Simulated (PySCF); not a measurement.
AlCl, SMILES [Al][Cl] (connectivity only; charge and spin as stated), neutral, multiplicity 1.

Coordinates come from a PBE0-D3(BJ)/def2-TZVPD optimisation.

Two levels are set side by side: TDDFT-PBE/def2-TZVPD (PySCF) and ADC(3)/aug-cc-pVDZ (PySCF). Vertical, same geometry; the bases differ. Differences are taken from unrounded values.

```json
[
 {"quantity": "lowest singlet excitation (eV)", "TDDFT-PBE": "4.56"}
]
```

Question: These are the TDDFT-PBE values. What does ADC(3) give? (An estimate is asked for; the answer gives what the named calculation found.)

Answer: 
| quantity | ADC(3) | TDDFT-PBE minus ADC(3) |
|---|---|---|
| lowest singlet excitation (eV) | 4.62 | -0.06 |

On these quantities the two levels nearly agree.

Rough cost on one machine, each run with all the roots and properties that it gave: ADC(3) against TDDFT-PBE about 20 times.
